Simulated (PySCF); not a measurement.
## Electron correlation in Zn (zinc, neutral)

[Ar] 3d10 4s2, closed-shell 1S. Computed with PySCF 2.14 in aug-cc-pVDZ-PP with ECP10MDF (5s5p4d2f, 54 functions), with scalar relativity through the core potential. Frozen: 3s2 3p6; 12 electrons correlated.

```tsv
level	correlation energy (mhartree)
CCSD	-429.94
(T)	-13.34
CCSD(T)	-443.28
```

Diagnostics: T1 = 0.018, D1 = 0.0460, largest double amplitude 0.067.

Cost of the coupled-cluster step: roughly 1.3 core-seconds, for 12 correlated electrons.

Iterations:

```
CC2 = 0
CCSD nocc = 6, nmo = 50
frozen orbitals [0, 1, 2, 3]
max_cycle = 100
direct = 0
conv_tol = 1e-08
conv_tol_normt = 1e-06
diis_space = 8
diis_start_cycle = 0
Init t2, MP2 energy = -226.421333530006  E_corr(MP2) -0.468764340066458
Init E_corr(CCSD) = -0.468764340084778
cycle = 1  E_corr(CCSD) = -0.410071202782983  dE = 0.0586931373  norm(t1,t2) = 0.0708605
cycle = 2  E_corr(CCSD) = -0.433132601951312  dE = -0.0230613992  norm(t1,t2) = 0.0302207
cycle = 3  E_corr(CCSD) = -0.428735175195028  dE = 0.00439742676  norm(t1,t2) = 0.0170728
cycle = 4  E_corr(CCSD) = -0.429493247796069  dE = -0.000758072601  norm(t1,t2) = 0.00516509
cycle = 5  E_corr(CCSD) = -0.429927193293274  dE = -0.000433945497  norm(t1,t2) = 0.000669644
cycle = 6  E_corr(CCSD) = -0.429950494336217  dE = -2.33010429e-05  norm(t1,t2) = 9.30681e-05
cycle = 7  E_corr(CCSD) = -0.429937186643708  dE = 1.33076925e-05  norm(t1,t2) = 3.70748e-05
cycle = 8  E_corr(CCSD) = -0.42993690890756  dE = 2.77736149e-07  norm(t1,t2) = 8.3302e-06
cycle = 9  E_corr(CCSD) = -0.429937440238918  dE = -5.31331359e-07  norm(t1,t2) = 2.81956e-06
cycle = 10  E_corr(CCSD) = -0.429937547100475  dE = -1.06861556e-07  norm(t1,t2) = 5.15193e-07
cycle = 11  E_corr(CCSD) = -0.429937522859382  dE = 2.42410922e-08  norm(t1,t2) = 1.79951e-07
cycle = 12  E_corr(CCSD) = -0.429937526476757  dE = -3.61737484e-09  norm(t1,t2) = 5.7556e-08
CCSD converged
E(CCSD) = -226.3825067164164  E_corr = -0.4299375264767572
CCSD(T) correction = -0.0133367941800511
```
